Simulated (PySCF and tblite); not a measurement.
The numbers below are computed, except where a source is named.
Stationary points of C4H8GeO2 at PBE0-D3(BJ)/def2-SVP, in Å:

Structure A

```
 1 C    -2.276   -0.124   -0.756
 2 C    -0.946   -0.193   -0.843
 3 C    -0.020   -0.286    0.325
 4 Ge    0.587    1.569    0.785
 5 C     1.181   -1.109    0.081
 6 O     1.737   -1.270   -1.051
 7 O     1.837   -1.721    0.978
 8 H    -2.792   -0.159    0.208
 9 H    -2.895   -0.031   -1.651
10 H    -0.454   -0.159   -1.822
11 H    -0.517   -0.649    1.236
12 H     1.713    1.502    1.829
13 H    -0.650    2.285    1.347
14 H     1.071    2.250   -0.504
15 H     2.425   -1.906   -0.162
```

Structure B

```
 1 C    -2.251   -0.211   -0.789
 2 C    -0.916   -0.212   -0.811
 3 C    -0.047   -0.265    0.403
 4 Ge    0.617    1.584    0.765
 5 C     1.138   -1.180    0.319
 6 O     1.736   -1.137   -0.884
 7 O     1.554   -1.856    1.222
 8 H    -2.811   -0.277    0.149
 9 H    -2.830   -0.142   -1.713
10 H    -0.388   -0.145   -1.769
11 H    -0.612   -0.556    1.300
12 H     1.766    1.533    1.787
13 H    -0.569    2.388    1.320
14 H     1.105    2.202   -0.555
15 H     2.495   -1.738   -0.831
```

Structure C

```
 1 C    -2.310   -0.097   -0.720
 2 C    -0.987   -0.173   -0.881
 3 C     0.005   -0.299    0.225
 4 Ge    0.580    1.543    0.747
 5 C     1.224   -1.080   -0.160
 6 O     1.658   -1.194   -1.277
 7 O     1.825   -1.628    0.907
 8 H    -2.774   -0.146    0.271
 9 H    -2.977    0.015   -1.578
10 H    -0.548   -0.124   -1.884
11 H    -0.431   -0.725    1.141
12 H     1.758    1.473    1.735
13 H    -0.637    2.215    1.403
14 H     0.991    2.303   -0.524
15 H     2.618   -2.075    0.574
```

Geometries: PBE0-D3(BJ)/def2-SVP; energies: PBE0/pcSseg-1 + D3(BJ); zero-point and thermal terms from GFN2-xTB harmonic modes (soft modes blended into free rotors).

Problem. Which structure is a saddle point, and along which motion?

Solution. A: one imaginary mode (1754i cm⁻¹ at GFN2-xTB, mostly on H15), along the shift of hydrogen on O7 from O7 to O6.

Problem. Give their symmetry and energies above the lowest.

Solution. A C1, 32.5 kcal/mol; B C1, 0.8 kcal/mol; C C1, 0.0 kcal/mol.

Tunnelling of the moving H, left out here, will speed the real process. In real samples such hydrogens mostly exchange between molecules or through solvent, far faster than by this path. Spin–orbit effects of heavy atoms on shieldings are missing.
